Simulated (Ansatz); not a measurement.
This triplet is an excited state, 1.32 eV above the relaxed singlet at the level frozen-core CCSD(T)/cc-pVTZ // B3LYP-D3(BJ)/def2-TZVP (Ansatz, a program for electronic structure).

Computed with B3LYP-D3(BJ)/def2-TZVP run with Ansatz. No frequencies were computed at this level.

Ansatz 0.2 input:
```yaml
crystal:
  periodic: [false, false, false]
  atoms:
    - { symbol: O, position_ang: [1.995048, 0.362399, -0.166801] }
    - { symbol: Ge, position_ang: [0.966318, -1.107839, -0.482135] }
    - { symbol: Si, position_ang: [-1.101041, -0.022526, 0.019345] }
    - { symbol: H, position_ang: [2.823577, 0.322298, 0.300815] }
    - { symbol: H, position_ang: [-1.251445, 0.476671, 1.401678] }
    - { symbol: H, position_ang: [-1.446262, 1.12978, -0.837363] }
    - { symbol: H, position_ang: [-1.986195, -1.160783, -0.235538] }
basis:
  gaussian: { orbitals: def2-tzvp }
hamiltonian:
  xc: b3lyp
  dispersion: d3bj
relax:
  max_steps: 150
magnetization:
  spin_polarized: true
  initial_magnetization: 2
```

Output:

```
Functional definition: B3LYP
977 factors; their error is unknown
mean field evaluation 1: about -66502.6495 eV, gradient 4.4e1 eV
mean field evaluation 2: about -66448.8856 eV, gradient 1.1e2 eV
mean field evaluation 4: about -66509.0571 eV, gradient 6.9e0 eV
mean field evaluation 8: about -66509.3048 eV, gradient 1.7e-1 eV
mean field evaluation 16: about -66509.5487 eV, gradient 2.8e-4 eV
mean field -66509.54871136 eV, -2444.1808333514 hartree, gradient 2.3e-5 eV, S^2 2.003964; 0 other end points of the search recorded, 0 dependent functions left out
reference -66509.54895835 eV, -2444.1808424279 hartree; 30, 28 occupied and 110, 112 virtual orbitals, 977 factors
relax step   1: F+E_penalty+E_count = -66509.80864977 eV  Δ(F+E_penalty+E_count) = +0.000e0 eV  max|allowed force component| = 5.409e-1 eV/Å  Δτ_max = 0.0000 Å  (31 SCF iters, accepted)
these checks for a lower state are left out or cut short: starts, cluster_reference, orbital_swaps, neighbouring_geometries, increment
977 factors; their error is unknown
mean field -66509.69598099 eV, -2444.1862454102 hartree, gradient 1.2e-5 eV, S^2 2.003731; 0 other end points of the search recorded, 0 dependent functions left out
reference -66509.69623026 eV, -2444.1862545708 hartree; 30, 28 occupied and 110, 112 virtual orbitals, 977 factors
relax step   2: F+E_penalty+E_count = -66509.95109122 eV  Δ(F+E_penalty+E_count) = -1.424e-1 eV  max|allowed force component| = 8.956e-1 eV/Å  Δτ_max = 0.1983 Å  (38 SCF iters, accepted)
these checks for a lower state are left out or cut short: starts, cluster_reference, orbital_swaps, neighbouring_geometries, increment
977 factors; their error is unknown
mean field evaluation 32: about -66509.6471 eV, gradient 1.3e-1 eV
mean field -66509.64715199 eV, -2444.1844509775 hartree, gradient 1.0e-5 eV, S^2 2.003768; 0 other end points of the search recorded, 0 dependent functions left out
reference -66509.64740150 eV, -2444.1844601469 hartree; 30, 28 occupied and 110, 112 virtual orbitals, 977 factors
relax step   3: F+E_penalty+E_count = -66509.89967537 eV  Δ(F+E_penalty+E_count) = +5.142e-2 eV  max|allowed force component| = 2.255e0 eV/Å  Δτ_max = 0.1927 Å  (38 SCF iters, rejected (line search))
these checks for a lower state are left out or cut short: starts, cluster_reference, orbital_swaps, neighbouring_geometries, increment
977 factors; their error is unknown
mean field -66509.73386432 eV, -2444.1876375971 hartree, gradient 1.1e-5 eV, S^2 2.003664; 0 other end points of the search recorded, 0 dependent functions left out
reference -66509.73411338 eV, -2444.1876467499 hartree; 30, 28 occupied and 110, 112 virtual orbitals, 977 factors
relax step   4: F+E_penalty+E_count = -66509.98636454 eV  Δ(F+E_penalty+E_count) = -3.527e-2 eV  max|allowed force component| = 3.700e-1 eV/Å  Δτ_max = 0.0964 Å  (33 SCF iters, accepted)
these checks for a lower state are left out or cut short: starts, cluster_reference, orbital_swaps, neighbouring_geometries, increment
977 factors; their error is unknown
mean field -66509.73297242 eV, -2444.1876048204 hartree, gradient 1.9e-5 eV, S^2 2.003681; 0 other end points of the search recorded, 0 dependent functions left out
reference -66509.73322250 eV, -2444.1876140107 hartree; 30, 28 occupied and 110, 112 virtual orbitals, 977 factors
relax step   5: F+E_penalty+E_count = -66509.98506272 eV  Δ(F+E_penalty+E_count) = +1.302e-3 eV  max|allowed force component| = 7.824e-1 eV/Å  Δτ_max = 0.0978 Å  (33 SCF iters, rejected (line search))
these checks for a lower state are left out or cut short: starts, cluster_reference, orbital_swaps, neighbouring_geometries, increment
977 factors; their error is unknown
mean field -66509.74179209 eV, -2444.1879289372 hartree, gradient 1.1e-5 eV, S^2 2.003696; 0 other end points of the search recorded, 0 dependent functions left out
reference -66509.74204148 eV, -2444.1879381020 hartree; 30, 28 occupied and 110, 112 virtual orbitals, 977 factors
relax step   6: F+E_penalty+E_count = -66509.99413354 eV  Δ(F+E_penalty+E_count) = -7.769e-3 eV  max|allowed force component| = 6.513e-2 eV/Å  Δτ_max = 0.0488 Å  (33 SCF iters, accepted)
these checks for a lower state are left out or cut short: starts, cluster_reference, orbital_swaps, neighbouring_geometries, increment
977 factors; their error is unknown
mean field evaluation 64: about -66509.7428 eV, gradient 2.1e-5 eV
mean field -66509.74282111 eV, -2444.1879667531 hartree, gradient 2.1e-5 eV, S^2 2.003687; 0 other end points of the search recorded, 0 dependent functions left out
reference -66509.74307093 eV, -2444.1879759337 hartree; 30, 28 occupied and 110, 112 virtual orbitals, 977 factors
relax step   7: F+E_penalty+E_count = -66509.99488346 eV  Δ(F+E_penalty+E_count) = -7.499e-4 eV  max|allowed force component| = 1.088e-1 eV/Å  Δτ_max = 0.0373 Å  (33 SCF iters, accepted)
these checks for a lower state are left out or cut short: starts, cluster_reference, orbital_swaps, neighbouring_geometries, increment
977 factors; their error is unknown
mean field -66509.74347925 eV, -2444.1879909391 hartree, gradient 9.5e-6 eV, S^2 2.003705; 0 other end points of the search recorded, 0 dependent functions left out
reference -66509.74372896 eV, -2444.1880001156 hartree; 30, 28 occupied and 110, 112 virtual orbitals, 977 factors
relax step   8: F+E_penalty+E_count = -66509.99570957 eV  Δ(F+E_penalty+E_count) = -8.261e-4 eV  max|allowed force component| = 1.378e-2 eV/Å  Δτ_max = 0.0200 Å  (33 SCF iters, accepted)
these checks for a lower state are left out or cut short: starts, cluster_reference, orbital_swaps, neighbouring_geometries, increment
977 factors; their error is unknown
mean field -66509.74349119 eV, -2444.1879913779 hartree, gradient 1.5e-5 eV, S^2 2.003698; 0 other end points of the search recorded, 0 dependent functions left out
reference -66509.74374095 eV, -2444.1880005563 hartree; 30, 28 occupied and 110, 112 virtual orbitals, 977 factors
relax step   9: F+E_penalty+E_count = -66509.99575356 eV  Δ(F+E_penalty+E_count) = -4.398e-5 eV  max|allowed force component| = 1.422e-2 eV/Å  Δτ_max = 0.0324 Å  (33 SCF iters, accepted)
these checks for a lower state are left out or cut short: starts, cluster_reference, orbital_swaps, neighbouring_geometries, increment
977 factors; their error is unknown
mean field -66509.74352384 eV, -2444.1879925778 hartree, gradient 8.7e-6 eV, S^2 2.003702; 0 other end points of the search recorded, 0 dependent functions left out
reference -66509.74377355 eV, -2444.1880017545 hartree; 30, 28 occupied and 110, 112 virtual orbitals, 977 factors
relax step  10: F+E_penalty+E_count = -66509.99584184 eV  Δ(F+E_penalty+E_count) = -8.828e-5 eV  max|allowed force component| = 4.430e-3 eV/Å  Δτ_max = 0.0080 Å  (34 SCF iters, accepted)
977 factors; their error is unknown
mean field evaluation 96: about -66509.4998 eV, gradient 3.5e-2 eV
mean field -66509.74352384 eV, -2444.1879925778 hartree, gradient 3.5e-5 eV, S^2 2.003702; 1 other end points of the search recorded, 0 dependent functions left out
reference -66509.74377355 eV, -2444.1880017545 hartree; 30, 28 occupied and 110, 112 virtual orbitals, 977 factors
Total energy: -66509.99609155 eV, -2444.1972742700 hartree
Atom 0 at     2.295905     0.341808    -0.346556 Å, force     0.002762     0.001393     0.001213 eV/Å
Atom 1 at     1.008871    -0.924937    -0.504043 Å, force    -0.004430    -0.003703    -0.001480 eV/Å
Atom 2 at    -1.198774    -0.030429     0.024839 Å, force     0.001015    -0.000054    -0.000695 eV/Å
Atom 3 at     2.808740     0.261997     0.465905 Å, force     0.001698     0.002214     0.000121 eV/Å
Atom 4 at    -1.261669     0.442362     1.429204 Å, force    -0.000830    -0.000359     0.000189 eV/Å
Atom 5 at    -1.542534     1.085809    -0.887325 Å, force     0.000050     0.000583     0.000108 eV/Å
Atom 6 at    -2.110539    -1.176610    -0.182023 Å, force    -0.000265    -0.000073     0.000544 eV/Å
Dipole moment:    -0.111897    -0.107975     0.264942 e Å
```

Cost: very roughly 60 core-seconds.
